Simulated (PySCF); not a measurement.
**Checking a proposed structure**

A compound C₃H₁₁PSi gives the data below (simulated from a calculation) and was assigned the structure `C[SiH2]P(C)C`.

13C{1H} NMR (computed): δ 2.6 (CH3, 3C).

1H NMR (300 MHz, computed): δ 0.88 (m, 2H), 0.20 (m, 9H).

Relativity neglected, a single conformation, in vacuum, averaged over atoms made equivalent by symmetry, fast rotation or ring inversion. GFN2-xTB geometry; GIAO PBE0/pcSseg-1 shieldings; PySCF 2.14.

Scale: 1H and 13C against TMS (reference shieldings calculated alike).

Problem. Compare with the shifts computed for the proposed structure, pairing carbons in order of shift.

Solution. Atoms are numbered as in `[CH3:1][SiH2:2][P:3]([CH3:4])[CH3:5]`; H(Xn) means a hydrogen on atom n.

```csv
atom,computed for proposal,given list,difference
C4,11.4,2.6,+8.8
C5,11.4,2.6,+8.8
C1,-8.6,2.6,-11.2
```

The rms difference is 9.7 ppm and the largest -11.2 ppm at C1 (methyl carbon bonded to Si). The proposal also would give 2 carbon signals, not 1. The proposal doesn't fit.

Problem. Which isomer fits?

Solution. SMILES [Si](C)(C)(C)P.

δC 2.6: methyl carbon bonded to Si; an electropositive neighbour leaves it electron-rich and shielded. δH 0.88: hydrogen on a phosphorus bonded to Si. δH 0.20: hydrogen on a methyl carbon bonded to Si; an electropositive neighbour shields it, as in TMS itself.

The data come from this structure; uniqueness wasn't tested.

Splittings by 31P in the carbon and heteronuclear signals aren't shown, as no couplings were computed. Shifts are as computed. Against solution values, carbons near 30 ppm lie about +3 ppm off and those near 130 ppm about +5 ppm. Of 1211 compounds with measured shifts, 218 miss one by over three times the rms of a fit or turn the order of signals round; such compounds aren't used in these exercises. Multiplicities follow the n + 1 count of equivalent neighbours, as no J values were calculated; m marks all less simple cases, F and P coupling included.
